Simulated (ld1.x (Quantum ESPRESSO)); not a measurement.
## iodine: excitation energies, all-electron against TM

ld1.x (Quantum ESPRESSO) 7.5 input, shortened:

```
&input
   title='I', zed=53., rel=2, dft='PW91', iswitch=3,
   config='[Kr] 4d10 5s1 5p6', rel_dist='average'
 /
 &inputp
   pseudotype=2, tm=.true., lloc=1,
   nlcc=.false.
 /
2
5S  1  0   1.00   0.00  1.45  1.45  0.0
5P  2  1   6.00   0.00  1.75  1.75  0.0
 &test
   configts(1)='5s1 5p6'
 /
```

Open shells are filled in proportion to 2j + 1 (rel_dist='average').

Energies are relative to the spin-unpolarised reference configuration 5s1 5p6; without spin polarisation the order of configurations can differ from experiment. The p channel is local and has no spin–orbit splitting in the pseudo-atom.

| valence configuration | charge | ΔE all-electron (eV) | error AE − PS (meV) |
| --- | --- | --- | --- |
| 5s2 5p5 | 0 | -10.395 | +45 |
| 5s2 5p4 | +1 | 0.817 | +72 |
| 5s2 5p3 | +2 | 20.762 | +178 |
| 5s2 5p1 | +4 | 89.788 | +1289 |
| 5s1 5p5 | +1 | 11.775 | +40 |
| 5s2 5p4.5 | +0.5 | -5.824 | +54 |

(1) What are ΔE and the potential's error for 5s2 5p2?

Note: ghost state, extra bound levels that the all-electron valence spectrum of the same l lacks: s at -9.4 eV. A true bound ghost makes a file unfit for plane-wave use. The potential misses its own reference levels by up to 0.7 eV.

Results:

(1) ΔE = 50.212 eV all-electron; the error (AE − PS) is +500 meV.

ld1.x printed “convergence not achieved” for 7 of the counted tests; their residual had stalled under 1e-8, short of the target of 1e-14.
